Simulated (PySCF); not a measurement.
## Distorted geometries of [Ho(H2O)4]3+

[Ho(H2O)4]3+ (singlet in the valence; each metal's 4f electrons, 10 of them, lie in its core potential, out of spins and levels). PySCF 2.14.0, RKS TPSS, Ho lcecp-1-SVP with ECP56, O def2-SVP, H def2-SVP; non-relativistic Hamiltonian with scalar-relativistic core potentials where named; density fitting; no spin-orbit coupling. Relaxed geometry:

```xyz
13

Ho    0.0000    0.0000    0.0000
O     1.3492    1.3244    1.2574
H     2.1603    1.0660    1.7702
H     1.2757    2.3025    1.4189
O    -1.3491   -1.2574    1.3244
H    -1.2755   -1.4191    2.3025
H    -2.1606   -1.7699    1.0660
O     1.3492   -1.3244   -1.2574
H     1.2757   -2.3025   -1.4189
H     2.1603   -1.0660   -1.7702
O    -1.3491    1.2574   -1.3244
H    -2.1606    1.7699   -1.0660
H    -1.2755    1.4191   -2.3025
```

Task: Order these distorted geometries by energy above the relaxed one, lowest first.
A.
```xyz
13

Ho   -0.1004   -0.0210   -0.0512
O     1.1967    1.3645    1.4027
H     2.1319    1.0580    1.7844
H     1.3050    2.3850    1.4862
O    -1.2899   -1.4994    1.3683
H    -1.2942   -1.2871    2.4108
H    -2.0578   -1.8774    1.0600
O     1.2758   -1.2530   -1.1875
H     1.2497   -2.3038   -1.4188
H     2.2819   -1.2524   -1.9944
O    -1.2876    1.2847   -1.3237
H    -2.1744    1.9265   -1.1161
H    -1.2367    1.4754   -2.4206
```
B.
```xyz
13

Ho    0.1943    0.0697    0.0190
O     1.3092    1.3105    1.2414
H     2.1897    1.0658    1.7344
H     1.3453    2.3577    1.2882
O    -1.3256   -1.3534    1.3532
H    -1.3959   -1.2849    2.3173
H    -2.2820   -1.7746    1.1524
O     1.4821   -1.3843   -1.1109
H     1.0682   -2.2917   -1.5137
H     2.0923   -1.0062   -1.9444
O    -1.2876    1.0610   -1.3525
H    -1.9941    1.7119   -0.9311
H    -1.3958    1.5185   -2.2532
```
C.
```xyz
13

Ho   -0.0608    0.0841    0.0712
O     1.3326    1.3311    1.1360
H     2.1424    1.0660    1.7882
H     1.2932    2.3735    1.3113
O    -1.3354   -1.2778    1.2827
H    -1.3602   -1.5546    2.3422
H    -2.1313   -1.7716    1.0537
O     1.3586   -1.2829   -1.2252
H     1.2674   -2.3284   -1.4612
H     2.1319   -1.0756   -1.6807
O    -1.3108    1.1833   -1.3501
H    -2.1372    1.8228   -1.0252
H    -1.1904    1.4303   -2.2429
```

Result: C (1.14 eV), B (1.49 eV), A (2.54 eV).

Task: Which forces (eV/Å) act in the one that lies 2.54 eV up?

Result: 
```
Ho   0.46  0.10  1.60
O    2.23  0.34  0.24
H   -2.08  0.50 -0.65
H   -0.51 -1.39 -0.12
O    4.71  3.83  2.91
H   -0.56 -1.15 -2.49
H   -4.08 -2.26 -0.68
O    4.41 -3.61 -4.56
H   -0.67  2.22  1.18
H   -3.45  0.97  3.04
O   -3.15  3.07 -3.36
H    2.66 -1.95 -0.39
H    0.02 -0.68  3.27
```
Forces carry noise of the integration grid, about 0.01 to 0.03 eV/Å.

No frequency check is given that shows the relaxed geometry to be a minimum. An lcecp potential fixes the number of 4f electrons, so in runs with it no electron can move into or out of that shell.
